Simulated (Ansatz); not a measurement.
CH5FN2OSi, SMILES `C=N[Si](N)(O)F`, relaxed with RKS PBE-D4/def2-SVP in the Gaussian-basis code of Ansatz from a rough embedded geometry. The force threshold is 0.03 eV/Å; the program also tests the step.

Total charge 0; spin multiplicity 1.

Start:

```xyz
11

C    -0.490    0.733    1.778
N     0.078   -0.152    1.148
Si   -0.180   -0.113   -0.508
N     0.769   -1.375   -1.159
O     0.455    1.234   -1.179
F    -1.698   -0.313   -0.947
H    -0.410    0.777    2.892
H    -1.208    1.541    1.363
H     1.616   -1.290   -0.504
H     0.313   -2.195   -0.796
H     0.755    1.153   -2.089
```

Task: By how much does the energy fall, and how many steps does the optimiser take? (Estimate.)

Result: The calculation gave: 20.85 kcal/mol, in 16 steps.

Task: Which bonds change most? (Estimate.)

Result: The calculation gave: N2–Si3 from 1.676 to 1.749 Å; N4–H9 from 1.074 to 1.023 Å; Si3–F6 from 1.593 to 1.643 Å; C1–N2 from 1.226 to 1.274 Å.

Task: Give the relaxed structure. (An estimate is asked.)

Result: The calculation gave: 
```xyz
11

C    -0.652    0.760    1.956
N     0.279    0.487    1.130
Si    0.037    0.062   -0.548
N     0.715   -1.458   -0.989
O     0.708    1.323   -1.393
F    -1.563   -0.085   -0.894
H    -0.413    0.990    3.022
H    -1.742    0.791    1.699
H     1.653   -1.700   -0.662
H     0.106   -2.280   -0.993
H     0.872    1.110   -2.329
```
